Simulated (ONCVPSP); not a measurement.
# Reading a pseudo-wave (thulium)

Columns: radius, all-electron u(r) and pseudo u(r) of the 5p shell (level -27.47 eV) of thulium in the configuration [Kr] 4d10 4f13 5s2 5p6 6s1.75 6p0.25; LDA (Perdew-Wang 92), scalar-relativistic, ONCV scheme, ONCVPSP 4.0.1.

```json
{"r (bohr)": "0.140", "all-electron": "0.2911", "pseudo": "0.0297"}
{"r (bohr)": "0.280", "all-electron": "-0.1372", "pseudo": "0.1141"}
{"r (bohr)": "0.420", "all-electron": "-0.4739", "pseudo": "0.2410"}
{"r (bohr)": "0.560", "all-electron": "-0.2270", "pseudo": "0.3923"}
{"r (bohr)": "0.700", "all-electron": "0.1986", "pseudo": "0.5476"}
{"r (bohr)": "0.840", "all-electron": "0.5612", "pseudo": "0.6876"}
{"r (bohr)": "0.980", "all-electron": "0.7962", "pseudo": "0.7971"}
{"r (bohr)": "1.120", "all-electron": "0.9137", "pseudo": "0.8668"}
{"r (bohr)": "1.260", "all-electron": "0.9440", "pseudo": "0.8941"}
{"r (bohr)": "1.400", "all-electron": "0.9171", "pseudo": "0.8822"}
{"r (bohr)": "1.540", "all-electron": "0.8562", "pseudo": "0.8386"}
{"r (bohr)": "1.680", "all-electron": "0.7779", "pseudo": "0.7728"}
{"r (bohr)": "1.820", "all-electron": "0.6931", "pseudo": "0.6945"}
{"r (bohr)": "1.960", "all-electron": "0.6087", "pseudo": "0.6120"}
{"r (bohr)": "2.100", "all-electron": "0.5288", "pseudo": "0.5315"}
{"r (bohr)": "2.240", "all-electron": "0.4554", "pseudo": "0.4569"}
{"r (bohr)": "2.380", "all-electron": "0.3897", "pseudo": "0.3902"}
{"r (bohr)": "2.520", "all-electron": "0.3316", "pseudo": "0.3317"}
{"r (bohr)": "2.660", "all-electron": "0.2811", "pseudo": "0.2811"}
{"r (bohr)": "2.800", "all-electron": "0.2374", "pseudo": "0.2374"}
{"r (bohr)": "2.940", "all-electron": "0.1999", "pseudo": "0.1999"}
{"r (bohr)": "3.080", "all-electron": "0.1679", "pseudo": "0.1679"}
{"r (bohr)": "3.220", "all-electron": "0.1408", "pseudo": "0.1408"}
{"r (bohr)": "3.360", "all-electron": "0.1178", "pseudo": "0.1178"}
{"r (bohr)": "3.500", "all-electron": "0.0985", "pseudo": "0.0985"}
{"r (bohr)": "3.640", "all-electron": "0.0822", "pseudo": "0.0822"}
```

Question: How many radial nodes do the two functions have?

Answer: The all-electron 5p function has n − l − 1 = 3 (the table is too coarse to show those close to the nucleus); the pseudo-wave has 0, since the states of the same l below it are removed with the core.

Question: At about which radius was the pseudo-wave matched?

Answer: 2.65 bohr, where the columns begin to agree (steps of 0.14 bohr).

Question: Is the pseudo-wave norm-conserving?

Answer: Yes: the ONCV scheme keeps the norm inside the radius equal to the all-electron one, which fixes the energy derivative of the logarithmic derivative at the level.
